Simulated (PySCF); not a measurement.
Compound: BH6OPPb.
Bonds: P1–B2, B2–O3, O3–Pb4. Hydrogens: H5, H6 on P1; H7 on B2; H8, H9, H10 on Pb4.

Theory: PySCF 2.14.0, PBE0-D3(BJ)/def2-SVP geometry optimisation, gas phase, def2 core potentials past Kr.

(1) What internal coordinates does the optimisation give?

## Answers

(1) 
| bond | length (Å) |
| --- | --- |
| P1–B2 | 1.936 |
| B2–O3 | 1.331 |
| O3–Pb4 | 2.138 |
| P1–H5, P1–H6 | 1.425 |
| B2–H7 | 1.226 |
| Pb4–H8, Pb4–H9, Pb4–H10 | 1.752 |

Bonds in one row agree within 0.01 Å and their mean is given. A selection of angles:
| angle | degrees |
| --- | --- |
| B2–P1–H5 | 98.3 |
| H5–P1–H6 | 96.3 |
| P1–B2–O3 | 119.7 |
| P1–B2–H7 | 117.4 |
| O3–B2–H7 | 122.7 |
| B2–O3–Pb4 | 124.3 |
| O3–Pb4–H8 | 101.5 |
| O3–Pb4–H9 | 103.3 |
| H8–Pb4–H9 | 116.1 |

Torsions: P1–B2–O3–Pb4 -173° (antiperiplanar). The mirror-image conformer, all signs reversed, is as good.

P1 (three-coordinate phosphorus) is pyramidal (angles 98.3°, 96.9° and 96.3°, sum 291.4°, 0.78 Å off the plane of its three neighbours). O3 (boron-bound oxygen) is bent (angle 124.3°). B2 (three-coordinate boron) is planar (angles 122.7°, 119.7° and 117.4°, sum 359.8°, 0.03 Å off the plane of its three neighbours). Pb4 (lead bonded to O and 3 H) is distorted tetrahedral (angles from 101.5° to 116.1°).

Stationary, but not proved a minimum. One conformer, not necessarily the lowest (H–P1–B2–O3 -38° and -135°, P1–B2–O3–Pb4 -173°).
